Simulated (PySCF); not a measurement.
# Core-level binding energies of `CC[SiH2][GeH3]`

Compound: C2H10GeSi.
Bonds: C1–C2, C2–Si3, Si3–Ge4. Hydrogens: H5, H6, H7 on C1; H8, H9 on C2; H10, H11 on Si3; H12, H13, H14 on Ge4.

Theory: delta-SCF UKS SCAN, pcX-2 on the ionised atom, pcseg-1 elsewhere, spin-free X2C in PySCF. These are vertical core ionisation energies against the vacuum level, from separate self-consistent calculations with and without the core hole.

Problem. What binding energy does each computed site have?

Solution. 
```csv
atom(s),environment,level,binding energy (eV),2p1/2 (eV),above the level's lowest (eV),count
Si3,SiH2 silicon,Si 2p3/2,106.28,106.90,0.00,1
C2,sp3 carbon bound to silicon,C 1s,290.24,–,0.00,1
C1,methyl carbon,C 1s,290.72,–,+0.48,1
Si3,SiH2 silicon,Si 1s,1845.99,–,0.00,1
```

Lowest listed C 1s: C2, bonded to C, 2 H and Si. Highest, 0.48 eV above it: C1, bonded to C and 3 H. Summing the Pauling electronegativity differences to the bonded atoms, each weighted by its formal bond order, gives -1.35 for the lowest site and -1.05 for the highest.

Problem. Which photon energy gives electrons from C 1s of C1 a kinetic energy of 100 eV, and what is their de Broglie wavelength?

Solution. hν = 290.72 + 100 = 390.72 eV, recoil neglected; λ = 12.264 Å/√(E/eV) = 1.23 Å.

Spin–orbit and ligand-field terms were added within each 2p shell after the spin-free SCF. 2p1/2 minus 2p3/2 (ligand field included): Si 0.62 eV. No level of germanium is listed. The structure is a single PBE0-D3(BJ)/def2-SVP conformer in the gas phase; no vibrational or solvent corrections.

Conformer computed: `[CH3:1][CH2:2][SiH2:3][GeH3:4]`: C1–C2–Si3–Ge4 -63°.
